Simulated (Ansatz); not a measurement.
**Molecular dynamics of CH$_{3}$BTe**

Input:

```yaml
crystal:
  periodic: [false, false, false]
  atoms:
    - { symbol: B, position_ang: [-0.458022, -0.524386, -0.304156] }
    - { symbol: C, position_ang: [0.479629, 0.630225, 0.162138] }
    - { symbol: Te, position_ang: [1.047773, -1.433778, 0.765146] }
    - { symbol: H, position_ang: [-1.144224, -0.804566, -1.248896] }
    - { symbol: H, position_ang: [1.184789, 1.013621, -0.587869] }
    - { symbol: H, position_ang: [0.348823, 1.383387, 0.918542] }
basis:
  gaussian: { orbitals: def2-SVP }
hamiltonian:
  xc: pbe0
md:
  timestep: 0.5
  n_steps: 150
  ensemble: nve
  temperature: 700.0
  initial_velocities: maxwell_boltzmann
  seed: 361577
  masses: [{ species: H, mass: 10.0 }]
scf:
  lower_state_search: "off"
```

Command:

```bash
$ ansatz run input.yaml --threads 1 --pin off --max-ram 2048MiB --backend cpu --events-out ev --progress --plain --runs-dir out
```

It goes on from the last frame of an earlier run, with new velocities.

Output, in part (one step line in 6, the closing report, with atoms numbered from 0):

```
md step     0: t =     0.00 fs  T =   700.0 K  F+E_penalty+E_count = -9050.98375438 eV  E_kin = 0.361928 eV  conserved = -9050.62182639 eV  (14 SCF iters)
md step     6: t =     3.00 fs  T =   566.9 K  F+E_penalty+E_count = -9050.91455200 eV  E_kin = 0.293128 eV  conserved = -9050.62142419 eV  (15 SCF iters)
md step    12: t =     6.00 fs  T =   547.2 K  F+E_penalty+E_count = -9050.90435946 eV  E_kin = 0.282904 eV  conserved = -9050.62145552 eV  (16 SCF iters)
md step    18: t =     9.00 fs  T =   630.9 K  F+E_penalty+E_count = -9050.94793722 eV  E_kin = 0.326198 eV  conserved = -9050.62173893 eV  (15 SCF iters)
md step    24: t =    12.00 fs  T =   563.4 K  F+E_penalty+E_count = -9050.91291449 eV  E_kin = 0.291292 eV  conserved = -9050.62162295 eV  (15 SCF iters)
md step    30: t =    15.00 fs  T =   416.0 K  F+E_penalty+E_count = -9050.83659371 eV  E_kin = 0.215111 eV  conserved = -9050.62148288 eV  (16 SCF iters)
md step    36: t =    18.00 fs  T =   331.9 K  F+E_penalty+E_count = -9050.79303444 eV  E_kin = 0.171587 eV  conserved = -9050.62144715 eV  (16 SCF iters)
md step    42: t =    21.00 fs  T =   344.2 K  F+E_penalty+E_count = -9050.79951941 eV  E_kin = 0.177982 eV  conserved = -9050.62153735 eV  (15 SCF iters)
md step    48: t =    24.00 fs  T =   368.8 K  F+E_penalty+E_count = -9050.81225854 eV  E_kin = 0.190680 eV  conserved = -9050.62157814 eV  (15 SCF iters)
md step    54: t =    27.00 fs  T =   366.4 K  F+E_penalty+E_count = -9050.81093893 eV  E_kin = 0.189452 eV  conserved = -9050.62148714 eV  (16 SCF iters)
md step    60: t =    30.00 fs  T =   408.4 K  F+E_penalty+E_count = -9050.83261714 eV  E_kin = 0.211146 eV  conserved = -9050.62147099 eV  (16 SCF iters)
md step    66: t =    33.00 fs  T =   513.8 K  F+E_penalty+E_count = -9050.88718599 eV  E_kin = 0.265676 eV  conserved = -9050.62151016 eV  (15 SCF iters)
md step    72: t =    36.00 fs  T =   645.1 K  F+E_penalty+E_count = -9050.95509928 eV  E_kin = 0.333551 eV  conserved = -9050.62154843 eV  (15 SCF iters)
md step    78: t =    39.00 fs  T =   762.5 K  F+E_penalty+E_count = -9051.01583509 eV  E_kin = 0.394239 eV  conserved = -9050.62159593 eV  (15 SCF iters)
md step    84: t =    42.00 fs  T =   815.0 K  F+E_penalty+E_count = -9051.04306749 eV  E_kin = 0.421399 eV  conserved = -9050.62166892 eV  (16 SCF iters)
md step    90: t =    45.00 fs  T =   752.2 K  F+E_penalty+E_count = -9051.01048698 eV  E_kin = 0.388896 eV  conserved = -9050.62159108 eV  (15 SCF iters)
md step    96: t =    48.00 fs  T =   649.9 K  F+E_penalty+E_count = -9050.95752244 eV  E_kin = 0.336013 eV  conserved = -9050.62150990 eV  (15 SCF iters)
md step   102: t =    51.00 fs  T =   582.8 K  F+E_penalty+E_count = -9050.92291064 eV  E_kin = 0.301348 eV  conserved = -9050.62156298 eV  (16 SCF iters)
md step   108: t =    54.00 fs  T =   523.5 K  F+E_penalty+E_count = -9050.89219088 eV  E_kin = 0.270690 eV  conserved = -9050.62150067 eV  (15 SCF iters)
md step   114: t =    57.00 fs  T =   512.2 K  F+E_penalty+E_count = -9050.88639322 eV  E_kin = 0.264843 eV  conserved = -9050.62155056 eV  (15 SCF iters)
md step   120: t =    60.00 fs  T =   502.1 K  F+E_penalty+E_count = -9050.88124061 eV  E_kin = 0.259601 eV  conserved = -9050.62163919 eV  (16 SCF iters)
md step   126: t =    63.00 fs  T =   456.9 K  F+E_penalty+E_count = -9050.85764336 eV  E_kin = 0.236258 eV  conserved = -9050.62138540 eV  (16 SCF iters)
md step   132: t =    66.00 fs  T =   573.0 K  F+E_penalty+E_count = -9050.91779337 eV  E_kin = 0.296248 eV  conserved = -9050.62154491 eV  (22 SCF iters)
md step   138: t =    69.00 fs  T =   710.3 K  F+E_penalty+E_count = -9050.98905851 eV  E_kin = 0.367272 eV  conserved = -9050.62178622 eV  (22 SCF iters)
md step   144: t =    72.00 fs  T =   642.6 K  F+E_penalty+E_count = -9050.95381366 eV  E_kin = 0.332233 eV  conserved = -9050.62158071 eV  (22 SCF iters)
md step   150: t =    75.00 fs  T =   525.6 K  F+E_penalty+E_count = -9050.89317641 eV  E_kin = 0.271737 eV  conserved = -9050.62143904 eV  (16 SCF iters)
Total energy: -9050.89319857 eV, -332.6141901315 hartree
Atom 0 at    -0.352548    -0.493252    -0.549348 Å, force     0.118220    -0.381956     0.669027 eV/Å
Atom 1 at     0.586776     0.548377     0.029991 Å, force     1.483167     1.459331    -1.771348 eV/Å
Atom 2 at     1.054576    -1.428621     0.781475 Å, force    -0.065393    -0.661237    -0.366864 eV/Å
Atom 3 at    -1.449529    -0.683253    -1.002880 Å, force     0.268036    -0.074136    -0.282822 eV/Å
Atom 4 at     1.399532     1.194429    -0.519623 Å, force    -1.447563    -1.405206     0.914434 eV/Å
Atom 5 at     0.109861     1.080118     0.819699 Å, force    -0.356467     1.063204     0.837573 eV/Å
Dipole moment:    -0.039721     0.206708    -0.050905 e Å
```

The run went to its last step. The conserved energy stayed within 0.082 meV per atom of its start (net change 0.065 meV per atom), so the integration is sound. A run of 0.075 ps of so small a system gives no equilibrium averages.

The same pairs are bonded in the first frame and the last. Pairs count as bonded within 1.25 times the sum of covalent radii (0.12 Å more for H–H).

Last frame:

```xyz
6
Properties=species:S:1:pos:R:3
B -0.352 -0.493 -0.549
C 0.587 0.548 0.030
Te 1.055 -1.429 0.781
H -1.450 -0.683 -1.003
H 1.399 1.194 -0.520
H 0.110 1.080 0.820
```

Time of the run: 3.4 min on 1 thread of Intel(R) Xeon(R) 6975P-C (Granite Rapids), on a shared host, peak memory 0.24 GiB.
